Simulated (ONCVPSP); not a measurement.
# Before and after: ONCV potential for P (Z = 15)

ONCVPSP 4.0.1 input, shortened (lines: element, Z, core and valence counts, functional; n l f; lmax; l rc ep ncon nbas qcut; lloc lpopt rc5 dvloc0; l nproj debl; icmod fcfact rcfact), LDA (Perdew-Wang 92), non-relativistic:

```
  P 15.00    3    2  -001012      upf
    1    0    2.00
    2    0    2.00
    2    1    6.00
    3    0    2.00
    3    1    3.00
    1
    0    1.35    0.00    4    7    4.60
    1    1.25    0.00    5    8    6.90
    4    2    1.10    0.00
    0    2    1.10
    1    2    1.70
    0    0.00    0.00
```

Change: all radii scaled by about 1.06 (s 1.44, p 1.32 bohr); local potential polynomial inside 1.16 bohr (lpopt 2, dvloc0 0 Ha).

Cutoffs: the cutoffs (Ha) at which the residual kinetic energy of the hardest occupied pseudo-wave falls to 1 and 0.1 mHa per electron; they do not see the model core or the augmentation charge, which bear on the density cutoff. Errors are all-electron minus pseudo energies relative to the spin-unpolarised reference configuration.

How do hardness, ghosts and transferability respond?

The potential gets softer (105 Ha and 126 Ha → 81 Ha and 108 Ha); both files keep a bound ghost (p); the errors of the 4 common tests hardly move. A larger radius leaves more room for a smooth pseudo-wave, so fewer plane waves are needed.

| quantity | base | changed |
| --- | --- | --- |
| cutoff, loose | 105 Ha | 81 Ha |
| cutoff, tight | 126 Ha | 108 Ha |
| loose cutoff by channel | s 10.0 Ha, p 105 Ha | s 10 Ha, p 81 Ha |
| bound ghosts | p | p |
| GHOST(+) flags under 300 eV | s at 115.6 eV | none |
| error for 3s2 3p2, meV [ΔE 9.83 eV] | +2.3 | +2.3 |
| error for 3s2 3p1, meV [ΔE 29.08 eV] | +23 | +23 |
| error for 3s2 3p0, meV [ΔE 58.98 eV] | +110 | +111 |
| error for 3s2 3p2.5, meV [ΔE 3.82 eV] | +0.3 | +0.3 |

 A true bound ghost makes a file unfit for plane-wave use even where its test errors are small: the radial tests pick states by their node count and pass the ghost by.
